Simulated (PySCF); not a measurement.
**Correlation energy of Sb²⁺ (antimony, charge +2)**

[Kr] 4d10 5s1 5p2, high-spin 4P determinant (an excited configuration). All numbers are calculated (PySCF 2.14, the spin-free X2C one-electron Hamiltonian (Gaussian nucleus), in x2c-TZVPPall). Frozen: [Kr] 4d10; 3 electrons correlated.

```
  level  correlation energy (mhartree)
   CCSD                         -10.08
    (T)                          -0.05
CCSD(T)                         -10.13
```

Diagnostics: T1 = 0.0018, D1 = 0.0037, largest double amplitude 0.048.

**Question.** Is a single reference adequate?

**Answer.** Yes, within this model without spin-orbit coupling: T1 lies below 0.03 and no double amplitude reaches 0.07.
